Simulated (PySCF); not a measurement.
From one molecule to another.

First species: C8H9ClSi.
Numbering: `[CH:1]#[C:2][C:3]#[C:4][C@@H:5]([Cl:6])[C@@H:7]1[CH2:8][CH2:9][SiH2:10]1` (hydrogens: H11 on C1; H12 on C5; H13 on C7; H14, H15 on C8; H16, H17 on C9; H18, H19 on Si10)

Second species: C₃H₉F₃OSi₂.
InChI=1S/C3H9F3OSi2/c4-1(8)2(9)7-3(5)6/h1-3H,8-9H3/t1-,2-/m0/s1

Levels: PBE0/pcSseg-1 for dipole moment, HOMO energy, LUMO energy and HOMO–LUMO gap; GFN2-xTB for rotational constant A and rotational constant C. Geometries: GFN2-xTB. Each structure is a single optimised conformer of the isolated species, non-relativistic unless stated; the electronic structure was computed with PySCF and density fitting.

The conformers computed, where there is a choice (atom-mapped SMILES and torsion angles):
- `[CH:1]#[C:2][C:3]#[C:4][C@@H:5]([Cl:6])[C@@H:7]1[CH2:8][CH2:9][SiH2:10]1`: C4–C5–C7–C8 176°
- `[F:1][CH:2]([F:3])[O:4][C@@H:5]([SiH3:6])[C@@H:7]([F:8])[SiH3:9]`: F1–C2–O4–C5 167°, C2–O4–C5–Si6 149°, O4–C5–C7–F8 70°

Values for the first species:

- Dipole moment: 2.44 D
- HOMO energy: -7.49 eV
- LUMO energy: -1.27 eV
- HOMO–LUMO gap: 6.22 eV
- Rotational constant A: 1.305 GHz
- Rotational constant C: 0.404 GHz

Task: Estimate the same properties for the second species, and the change in each.

Result: 
| property | first | second | second less first |
| --- | --- | --- | --- |
| dipole moment | 2.44 D | 3.61 D | +1.17 D |
| HOMO energy | -7.49 eV | -8.50 eV | -1.01 eV |
| LUMO energy | -1.27 eV | 0.01 eV | +1.28 eV |
| HOMO–LUMO gap | 6.22 eV | 8.51 eV | +2.29 eV |
| rotational constant A | 1.305 GHz | 1.569 GHz | +0.264 GHz |
| rotational constant C | 0.404 GHz | 0.531 GHz | +0.127 GHz |

On the first: A dipole of 2.44 D is allowed in C1, and pure rotational transitions are dipole-allowed. The dipole matches unit charges of opposite sign 0.51 Å apart (1 e·Å = 4.8032 D).

On the second: The dipole equals about 12.0 × 10⁻³⁰ C·m (1 D = 3.33564 × 10⁻³⁰ C·m). A dipole of 3.61 D is allowed in C1, and pure rotational transitions are dipole-allowed.
